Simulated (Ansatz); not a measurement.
Geometry optimisation, DFT LDA, scalar-relativistic, plane waves, PAW (Ansatz).

input.yaml

```yaml
crystal:
  lattice:
    - [0.0, 5.43, 5.43]
    - [5.43, 0.0, 5.43]
    - [5.43, 5.43, 0.0]
  atoms:
    - { symbol: Si, position: [0.0, 0.0, 0.0] }
    - { symbol: Si, position: [0.125, 0.125, 0.125] }
    - { symbol: Si, position: [0.0, 0.0, 0.5] }
    - { symbol: Si, position: [0.125, 0.125, 0.625] }
    - { symbol: Si, position: [0.0, 0.5, 0.0] }
    - { symbol: Si, position: [0.125, 0.625, 0.125] }
    - { symbol: Si, position: [0.0, 0.5, 0.5] }
    - { symbol: Si, position: [0.125, 0.625, 0.625] }
    - { symbol: Si, position: [0.5, 0.0, 0.0] }
    - { symbol: Si, position: [0.625, 0.125, 0.125] }
    - { symbol: Si, position: [0.5, 0.0, 0.5] }
    - { symbol: Si, position: [0.625, 0.125, 0.625] }
    - { symbol: Si, position: [0.5, 0.5, 0.0] }
    - { symbol: Si, position: [0.625, 0.625, 0.125] }
    - { symbol: Si, position: [0.5, 0.5, 0.5] }
    - { symbol: Si, position: [0.625, 0.625, 0.625] }
    - { symbol: Ga, position: [0.3595189, 0.3859258, 0.8741976], spin: 1.0 }
magnetization:
  spin_polarized: true
basis:
  ecutwfc: 420.0
kpoints:
  mp_grid: { grid: [2, 2, 2] }
hamiltonian:
  xc: lda
  pseudopotentials: { kind: paw, azcp: { folder: soft_1 } }
scf:
  occupations: { method: fermi_dirac, width: 0.02 }
  lower_state_search: "off"
relax:
  f_tol: 0.03
  max_steps: 60
  adjacent_minimum: "off"
output:
  write_density: true
  write_potential: true
  elf: true
  volumetric_format: npy
```

Run as:

```bash
$ ansatz run input.yaml --threads 2 --pin off --max-ram 5120MiB --backend cpu --events-out ev --progress --plain --runs-dir out
```

Where does it end, and by what steps?

The run converged. Limits of this set-up: coarse k mesh, PAW files made for another functional. After 4 steps the energy has fallen by 0.347 eV; Ga17 moved furthest, 0.10 Å.

```tsv
step	energy less start (eV)	largest force component (eV/Å)	accepted
0	0.0000	1.322	yes
1	-0.2856	0.558	yes
2	-0.3435	0.103	yes
3	-0.3461	0.041	yes
4	-0.3474	0.003	yes
```

```xyz
17
Lattice="0.0000 5.4300 5.4300 5.4300 0.0000 5.4300 5.4300 5.4300 0.0000" Properties=species:S:1:pos:R:3
Si -0.011 -0.020 0.013
Si 1.360 1.352 1.327
Si 2.732 2.724 0.013
Si 4.076 4.066 1.356
Si 2.764 -0.051 2.667
Si 4.105 1.352 4.072
Si 5.420 2.723 2.700
Si 6.791 4.039 4.071
Si -0.044 2.757 2.667
Si 1.361 4.096 4.071
Si 2.733 5.410 2.699
Si 4.047 6.782 4.071
Si 2.764 2.756 5.475
Si 4.075 4.068 6.786
Si 5.387 5.379 5.475
Si 6.791 6.782 6.815
Ga 6.790 6.783 4.070
```

Time of the run: 46 s on 2 threads of Arm Neoverse V2 (shared host), peak memory 0.67 GiB.
